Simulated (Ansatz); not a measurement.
Mulliken charges of CH₄F₂Si, SMILES `C[SiH](F)F` from ωB97M-V/def2-TZVPP in Ansatz (PBE0-D4/def2-TZVP geometry).

```json
{"atom": "C1", "x (Å)": "-0.387", "y (Å)": "0.882", "z (Å)": "-0.175", "charge (e)": "-0.449"}
{"atom": "Si2", "x (Å)": "0.329", "y (Å)": "-0.775", "z (Å)": "0.181", "charge (e)": "0.760"}
{"atom": "F3", "x (Å)": "1.916", "y (Å)": "-0.678", "z (Å)": "0.227", "charge (e)": "-0.312"}
{"atom": "F4", "x (Å)": "-0.035", "y (Å)": "-1.784", "z (Å)": "-0.994", "charge (e)": "-0.312"}
{"atom": "H5", "x (Å)": "-0.013", "y (Å)": "1.269", "z (Å)": "-1.125", "charge (e)": "0.128"}
{"atom": "H6", "x (Å)": "-0.123", "y (Å)": "1.591", "z (Å)": "0.613", "charge (e)": "0.123"}
{"atom": "H7", "x (Å)": "-1.477", "y (Å)": "0.824", "z (Å)": "-0.231", "charge (e)": "0.123"}
{"atom": "H8", "x (Å)": "-0.118", "y (Å)": "-1.386", "z (Å)": "1.449", "charge (e)": "-0.063"}
```

Q: By hand: the dipole of these point charges (1 e Å = 4.8032 D).

A: Σ q r = (-0.354, 0.330, 0.267) e Å, of length 0.553 e Å = 2.66 D.

Q: How does the dipole of the full density compare? (Estimate.)

A: Computed: (-0.265, 0.320, 0.134) e Å, 2.10 D; the point charges give 1.27 times that, at 13° from its direction.

Point charges leave out the atoms' own dipoles, such as those of lone pairs, and Mulliken's split depends on the basis, so the two needn't agree.
